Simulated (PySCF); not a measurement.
# Reading the logs of faulty runs: B2H7Si anion

All numbers below are calculated, not measured. They come from PySCF 2.14.0, an open-source quantum chemistry program, on an isolated molecule that a program drew, which may never have been made. The molecule is B2H7Si anion (charge -1, singlet), drawn as the SMILES string `B[SiH2][BH3-]`.

Each row is a Hartree-Fock (HF) and frozen-core CCSD(T) single point in the aug-cc-pV(D+d)Z basis, meant for a local HF minimum. Run 1 is clean. Each other run has one planted mistake out of seven kinds, and not every kind appears here: one electron removed, one electron added, multiplicity raised by two, geometry at a saddle point, minimal basis STO-3G, one bond length entered in bohr, all coordinates scaled. The reference is restricted for singlets and unrestricted otherwise, and also for a bond in bohr. Adding or removing an electron swaps singlet and doublet. Electrons count all cores. HOMO and LUMO are orbital energies over both spins, the gradient is its largest component, and the lowest frequency (negative if imaginary) is given only where the gradient is small. Bond lengths are over the 9 bonds as drawn. T1 is the CCSD diagnostic: over 0.02 (restricted) or 0.045 (unrestricted) a single reference is doubtful.

Geometry of the clean run:
```xyz
10
B2H7Si anion, angstrom
B    -1.5201   -2.4332   -2.3808
Si   -1.8293   -0.8515   -1.1404
B    -0.7997    0.8200   -1.8293
H    -0.5770   -3.1845   -2.2637
H    -2.2019   -2.6445   -3.3595
H    -1.4479   -1.3208    0.2468
H    -3.3295   -0.6875   -1.0279
H    -1.2171    1.0862   -2.9624
H    -1.0216    1.7493   -1.0457
H     0.4048    0.5420   -1.8575
```

| run | electrons | basis functions | <S^2> | HOMO (eV) | LUMO (eV) | gradient (hartree/bohr) | lowest frequency (cm^-1) | mean bond (Å) | longest bond (Å) | T1 | HF (hartree) | CCSD(T) (hartree) | mistake |
|---|---|---|---|---|---|---|---|---|---|---|---|---|---|
| 1 | 32 | 141 | 0.000 | -4.19 | 3.46 | 2.3e-05 | 133 | 1.4747 | 2.081 | 0.0180 | -342.34165 | -342.74571 | no fault |
| 2 | 32 | 26 | 0.000 | -1.06 | 11.62 | 3.6e-02 | - | 1.4747 | 2.081 | 0.0121 | -338.27595 | -338.44503 | minimal basis STO-3G |
| 3 | 32 | 141 | 2.043 | -2.01 | 3.48 | 3.3e-02 | - | 1.4747 | 2.081 | 0.0189 | -342.25544 | -342.65098 | multiplicity raised by two |
| 4 | 32 | 141 | 0.000 | -4.26 | 3.46 | 3.3e-02 | - | 1.5927 | 2.247 | 0.0176 | -342.30640 | -342.71375 | ? |
| 5 | 31 | 141 | 0.774 | -11.45 | -1.55 | 6.6e-02 | - | 1.4747 | 2.081 | 0.0181 | -342.24012 | -342.60651 | ? |

**Which mistake was planted in run 4, and what did it cost?**

The mean and the longest bond both change by the same factor, 1.080, and the gradient is no longer small. So the mistake is: all coordinates scaled. Subtracting run 1 and multiplying by 627.51 kcal/mol a hartree, the energy moved by 22.1 kcal/mol in HF and 20.1 kcal/mol in CCSD(T).

**Which mistake was planted in run 5, and what did it cost?**

It counts 31 electrons, one fewer than the clean run, at the same geometry and basis. So the mistake is: one electron removed. Subtracting run 1 and multiplying by 627.51 kcal/mol a hartree, the energy moved by 63.7 kcal/mol in HF and 87.3 kcal/mol in CCSD(T).

